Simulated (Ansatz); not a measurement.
One change: `FC(F)=C(F)F` becomes `FCC(F)=C(F)F`.

Ansatz, PBE0-D4/def2-TZVP geometries, multiplicity 1. Each molecule was computed in one conformer, which needn't be the lowest.

```json
{"property": "LUMO energy (B3LYP/def2-TZVPP) / eV", "`FC(F)=C(F)F`": "0.52"}
{"property": "HOMO energy (PBE/def2-TZVPP) / eV", "`FC(F)=C(F)F`": "-6.04"}
{"property": "HOMO–LUMO gap (PBE/def2-TZVPP) / eV", "`FC(F)=C(F)F`": "5.88"}
{"property": "size of the dipole moment (ωB97M-V/def2-TZVPP) / D", "`FC(F)=C(F)F`": "0.00"}
{"property": "size of the dipole moment (PBE/def2-TZVPP) / D", "`FC(F)=C(F)F`": "0.00"}
{"property": "zero-point energy (PBE0-D4/def2-TZVP) / kJ/mol", "`FC(F)=C(F)F`": "57.8"}
```

(1) Give the same properties after the change, and the shifts. (Estimate.)

Answers

(1) The calculation gave: 
| property | `FCC(F)=C(F)F` | shift |
| --- | --- | --- |
| LUMO energy (B3LYP/def2-TZVPP) / eV | -0.45 | -0.97 |
| HOMO energy (PBE/def2-TZVPP) / eV | -6.37 | -0.33 |
| HOMO–LUMO gap (PBE/def2-TZVPP) / eV | 5.22 | -0.66 |
| size of the dipole moment (ωB97M-V/def2-TZVPP) / D | 1.86 | 1.86 |
| size of the dipole moment (PBE/def2-TZVPP) / D | 1.73 | 1.73 |
| zero-point energy (PBE0-D4/def2-TZVP) / kJ/mol | 133.2 | 75.4 |

With PBE0 the HOMO falls by 0.24 eV and the LUMO falls by 1.02 eV, so the gap narrows by about 0.78 eV. PBE moves the HOMO by -0.33 eV and ωB97M-V by -0.21 eV. The zero-point energy changes by 75.4 kJ/mol with +9 modes.

B3LYP here is the variant with VWN-RPA as its local correlation; programs differ in this.
